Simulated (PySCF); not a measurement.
These compounds are isomers of formula C₆H₆N₂O.

A. SMILES C=C/C=C(/C#N)NC=O
B. `N#C[C@@H]1C=C[C@H]1NC=O`
C. SMILES c1(/C=N\[H])cc[n+]([O-])cc1

Spectrum 1. 1H NMR (300 MHz, computed): δ 8.22 (t, J = 1.2 Hz, 1H), 6.45 (m, 1H), 6.42 (m, 1H), 5.77 (dq, J = 12.6, 1.5 Hz, 1H), 4.56 (br, 1H), 3.01 (q, J = 1.9 Hz, 1H). 13C{1H} NMR (computed): δ 159.7 (CH), 152.1 (CH), 146.0 (CH), 121.2 (C), 54.1 (CH), 40.9 (CH).

Spectrum 2. 1H NMR (300 MHz, computed): δ 8.19 (d, 1H), 6.54 (m, 1H), 6.37 (br, 1H), 6.24 (d, 1H), 5.81 (m, 1H), 5.70 (m, 1H). 13C{1H} NMR (computed): δ 156.1 (CH), 134.3 (CH), 131.4 (CH), 129.6 (CH2), 120.4 (C), 113.8 (C).

Spectrum 3. 1H NMR (300 MHz, computed): δ 11.56 (br s, 1H), 8.36 (d, 2H), 8.32 (s, 1H), 7.43 (d, 2H). 13C{1H} NMR (computed): δ 166.9 (CH), 144.9 (CH), 130.0 (CH), 128.5 (C).

PySCF calculation with shielding tensors at PBE0/pcSseg-1 (GIAO), GFN2-xTB geometry and J couplings at B3LYP/pcJ-1 (spin–dipole term left out of most H,H and C,H couplings); averaged over atoms made equivalent by symmetry, fast rotation or ring inversion, gas phase, non-relativistic, single conformer.

Chemical shifts δ = σref − σ; 1H, 13C vs TMS, all at this level. Multiplet labels drop J under 1 Hz and among equivalent protons, and merge close values. Unscaled 3J(H,H) run several per cent high. Where no couplings were computed, multiplicities follow the n + 1 count of equivalent neighbours, and m marks all less simple cases (inequivalent or close neighbours, rings, F or P nearby). Vicinal couplings that depend on rotamer populations or ring flexing (ring, CH–CH, X–H and H–F types) are those of the one conformer. Acid and N–H amide carbonyl carbons lie up to 10 ppm further downfield in solution (hydrogen bonding). Shifts are as computed. Against solution values, carbons near 30 ppm lie about +3 ppm off and those near 130 ppm about +5 ppm. Of 1211 compounds with measured shifts, 218 miss one by over three times the rms of a fit or turn the order of signals round; such compounds aren't used in these exercises. OH and NH positions are gas-phase values without hydrogen bonding to other molecules.

Q: Match each spectrum to its structure.

A: 1–B, 2–A, 3–C.

- Spectrum 1 (B): 6 13C signals; δC 159.7 is an amide carbonyl carbon; δC 152.1 is an alkene CH.
- Spectrum 2 (A): 6 13C signals; δC 156.1 is an amide carbonyl carbon; δC 134.3 is an alkene CH.
- Spectrum 3 (C): 4 13C signals; δC 144.9 is an aromatic CH next to a ring nitrogen; δC 130.0 is an aromatic CH.
